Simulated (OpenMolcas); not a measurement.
**Pr4+ in a ligand field**

Pr4+ with 6 ligands (bromide) in trigonal prismatic coordination (D3h) at 2.76 Å, a polar angle of 50.6° against the regular 49.1°. A charge of +0.333 e stands 2.8 Å behind each ligand. Ligand basis ANO-RCC-VDZP.
```
Pr    0.0000    0.0000    0.0000
Br    2.1319    0.0000    1.7529
Br   -1.0660    1.8463    1.7529
Br   -1.0660   -1.8463    1.7529
Br    2.1319    0.0000   -1.7529
Br   -1.0660    1.8463   -1.7529
Br   -1.0660   -1.8463   -1.7529
```

```json
{
  "Program": "OpenMolcas",
  "Method": "CASSCF",
  "Basis": "ANO-RCC-VDZP [7s6p4d2f1g]",
  "Scalar Hamiltonian": "DKH2, point nucleus",
  "Active space": "1 electron in 7 orbitals (4f)",
  "State averaging": "2S+1 = 2 odd, 7 roots",
  "Spin-orbit coupling": "state interaction with AMFI integrals over the reference wave functions"
}
```

The lowest spin-free states (labels of D3, the rotations of D3h), above the lowest:

```
State  Degeneracy  E (cm-1)  Free-ion L (%)
  2A1           1       0.0         F (100)
  2A2           1      49.1         F (100)
  2A2           1     729.3         F (100)
   2E           2     814.0         F (100)
   2E           2      1167         F (100)
```

The lowest levels with spin-orbit coupling:

```
E (cm-1)  Degeneracy  Label  2S+1     J   |mJ| (%)               g
     0.0           2   E1/2     2  2.53  5/2 (100)  0.02 0.02 4.11
   641.8           2   E1/2     2  2.50  1/2 (100)  0.87 2.50 2.50
   924.6           2   E3/2     2  2.49  3/2 (100)  0.00 0.00 2.59
    2932           2   E1/2     2  3.52  7/2 (100)  0.02 0.02 7.96
    3656           2   E1/2     2  3.50  1/2 (100)  1.11 4.51 4.51
    3829           2   E3/2     2  3.49  3/2 (100)  0.00 0.00 3.27
    3936           2   E1/2     2  3.47  5/2 (100)  0.04 0.04 5.74
```

Powder χT (cm3 K/mol): 0.528 at 2 K, 0.531 at 10 K, 0.547 at 50 K, 0.567 at 100 K, 0.608 at 200 K, 0.648 at 300 K. The effective moment at 300 K is 2.828 √(χT) = 2.28 μB.

Hund's rules give f1 the level 2F5/2 with g = 0.857, so an isolated free-ion multiplet has χT = g² J(J+1) / 8 = 0.804 cm3 K/mol. The computed 0.648 at 300 K differs by -19 %, through the field's splitting, the mixing of terms and any other multiplet in reach.

Stevens parameters of the J = 5/2 multiplet, which is 925 cm-1 wide (cm-1, z along the main axis): B20 = -4.157e+01, B40 = -1.774e+00.

Metal share of the active 4f orbitals (Löwdin): 98, 98, 99, 99, 99, 99, 99 %; Mulliken charge of the metal 1.71.

No measured value stands beside these numbers; the geometry is a model, was not optimised and need not be the one that this ion takes.
